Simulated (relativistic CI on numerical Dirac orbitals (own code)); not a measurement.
Level scheme of Br

Calculated at this level of theory: Dirac-Coulomb-Breit CI, KLI orbitals optimised for each configuration, model QED, valence Slater integrals scaled by 0.85, P86 correlation energy added to each configuration (own radial code, finite nucleus).

Configurations in the expansion (outside the closed core [Ar] 3d10): 4s²4p⁵, 4s²4p⁴5s, 4s²4p⁴5p, 4s²4p⁴4d, 4s4p⁶, 4s²4p⁴6s, 4s²4p⁴6p, 4s²4p⁴5d, 4s²4p⁴4f, 4s²4p⁴6d, 4s²4p⁴5f, 4s²4p⁴5g, 4s²4p⁴6f, 4s²4p³4d², 4s²4p²4d²5s, 4s²4p²4d²5p, 4s²4p²4d³, 4s²4p²4d²6s, 4s²4p²4d²6p. Double excitations out of closed p, d and f shells are left out; levels of such configurations are missing from the list, as are those of other unlisted configurations, and high levels can miss mixing partners. These lack a partner that the ground configuration has and come out too high: 4s²4p⁴5d, 4s²4p⁴4f, 4s²4p⁴6d, 4s²4p⁴5f, 4s²4p⁴5g.

The lowest level is 4s²4p⁵ ²P°3/2, with 99 % of that term; Hund's rules for 4s²4p⁵ give ²P° with J = 3/2, in agreement.

| No. | Configuration | Term | J | E (cm⁻¹) | % | Next component (%) | Lifetime (s) | jj configuration (%) |
| --- | --- | --- | --- | --- | --- | --- | --- | --- |
| 1 | 4s²4p⁵ | ²P° | 3/2 | 0.0 | 99 | 1 4s²4p³4d² ²P° |  | 4p3/2^3 (99) |
| 2 | 4s²4p⁵ | ²P° | 1/2 | 3684.9 | 99 | 1 4s²4p³4d² ²P° | 1.11e+00 | 4p1/2 4p3/2^4 (99) |
| 3 | 4s²4p⁴5s | ⁴P | 5/2 | 63231.7 | 97 | 2 ²D | 1.89e-07 | 4p3/2^2 5s (79) |
| 4 | 4s²4p⁴5s | ⁴P | 3/2 | 64794.2 | 56 | 41 ²P | 3.43e-09 | 4p3/2^2 5s (66) |
| 5 | 4s²4p⁴5s | ⁴P | 1/2 | 66705.6 | 95 | 2 ²P | 5.33e-08 | 4p1/2 4p3/2^3 5s (46) |
| 6 | 4s²4p⁴5s | ²P | 3/2 | 67087.6 | 55 | 42 ⁴P | 2.44e-09 | 4p1/2 4p3/2^3 5s (83) |
| 7 | 4s²4p⁴5s | ²P | 1/2 | 68955.5 | 95 | 2 ⁴P | 1.41e-09 | 4p1/2 4p3/2^3 5s (52) |
| 8 | 4s²4p⁴5p | ⁴P° | 5/2 | 73280.0 | 80 | 16 ⁴D° | 3.58e-08 | 4p3/2^2 5p3/2 (51) |
| 9 | 4s²4p⁴5p | ⁴P° | 3/2 | 73625.1 | 66 | 14 ⁴S° | 3.68e-08 | 4p3/2^2 5p1/2 (75) |
| 10 | 4s²4p⁴5p | ⁴D° | 7/2 | 74020.2 | 97 | 3 ²F° | 3.23e-08 | 4p3/2^2 5p3/2 (80) |
| 11 | 4s²4p⁴5p | ²D° | 5/2 | 74257.9 | 73 | 22 ⁴D° |  | 4p3/2^2 5p1/2 (53) |
| 12 | 4s²4p⁴5p | ⁴P° | 1/2 | 74406.5 | 41 | 29 ²S° |  | 4p3/2^2 5p3/2 (75) |
| 13 | 4s²4p⁴5p | ²P° | 3/2 | 75218.6 | 47 | 21 ²D° | 3.58e-08 | 4p3/2^2 5p3/2 (71) |
| 14 | 4s²4p⁴5s | ²D | 5/2 | 76375.7 | 95 | 2 ⁴P | 4.13e-09 | 4p1/2 4p3/2^3 5s (78) |
| 15 | 4s²4p⁴5s | ²D | 3/2 | 76417.2 | 93 | 3 ²P | 4.34e-09 | 4p1/2 4p3/2^3 5s (79) |
| 16 | 4s²4p⁴5p | ⁴P° | 1/2 | 76674.4 | 55 | 22 ²P° |  | 4p1/2 4p3/2^3 5p1/2 (56) |
| 17 | 4s²4p⁴5p | ⁴D° | 5/2 | 77026.6 | 60 | 24 ²D° |  | 4p1/2 4p3/2^3 5p3/2 (97) |
| 18 | 4s²4p⁴5p | ⁴D° | 3/2 | 77229.5 | 69 | 20 ²P° | 3.49e-08 | 4p1/2 4p3/2^3 5p1/2 (75) |
| 19 | 4s²4p⁴5p | ⁴D° | 1/2 | 77387.0 | 91 | 5 ²S° | 3.33e-08 | 4p1/2 4p3/2^3 5p1/2 (27) |
| 20 | 4s²4p⁴5p | ⁴S° | 3/2 | 77613.8 | 48 | 32 ²D° | 3.59e-08 | 4p1/2 4p3/2^3 5p3/2 (91) |
| 21 | 4s²4p⁴5p | ²D° | 3/2 | 78211.1 | 43 | 25 ²P° | 3.93e-08 | 4p3/2^4 5p3/2 (40) |
| 22 | 4s²4p⁴5p | ²P° | 1/2 | 78429.2 | 53 | 43 ²S° | 4.21e-08 | 4p1/2 4p3/2^3 5p3/2 (43) |
| 23 | 4s²4p⁴4d | ⁴D | 7/2 | 79601.7 | 78 | 15 ⁴F |  | 4p3/2^2 4d5/2 (63) |
| 24 | 4s²4p⁴4d | ⁴D | 5/2 | 79810.1 | 75 | 9 ⁴P | 7.00e-08 | 4p3/2^2 4d3/2 (54) |
| 25 | 4s²4p⁴4d | ⁴D | 3/2 | 80162.3 | 69 | 15 ⁴P | 3.13e-08 | 4p3/2^2 4d3/2 (70) |
| 26 | 4s²4p⁴4d | ⁴F | 9/2 | 80532.6 | 97 | 3 ²G |  | 4p3/2^2 4d5/2 (81) |
| 27 | 4s²4p⁴4d | ⁴D | 1/2 | 80551.4 | 62 | 22 ²P | 3.22e-08 | 4p3/2^2 4d3/2 (43) |
| 28 | 4s²4p⁴6s | ⁴P | 5/2 | 80754.4 | 90 | 3 4s²4p⁴4d ²D | 4.18e-08 | 4p3/2^2 6s (75) |
| 29 | 4s²4p⁴4d | ²F | 7/2 | 81214.6 | 61 | 34 ⁴F |  | 4p3/2^2 4d3/2 (69) |
| 30 | 4s²4p⁴6s | ²P | 3/2 | 81313.7 | 48 | 19 ⁴P | 8.82e-09 | 4p3/2^2 6s (56) |

Energies count from the lowest computed level; ° marks odd parity; lifetimes are radiative, by E1, M1, E2 decay to levels of this space only; some are left blank where a channel outside the calculation adds to the decay or the decay crosses a small, uncertain gap. Filled j subshells are mostly left out of the jj labels.

The mean weight of the leading LS term, summed over parents, in these 30 levels is 73 %, and that of the leading jj configuration (from the same eigenvectors) 68 %.

For a near-neutral ion this model can misplace configurations by up to about 10,000 cm⁻¹ (more where the count of f electrons changes) and terms by 10 to 25 % of their spread. Rates follow the energies as ν³ (E1, M1) or ν⁵ (E2), so they and the lifetimes can be off by large factors. The fine structure of a lone outer electron comes out too small, for d and f at times inverted, and misplaced configurations move strength between like terms. 21 of the 28 excited levels that our extract of the measured tables holds in this range could be paired (the sources list more); they are missed by 891 cm⁻¹ on average and 4254 at most, and levels without a partner can miss by more.

LS names give the leading component of a level, which can be under half, so a name can repeat, a term be missing and a line seem to break the LS rules.
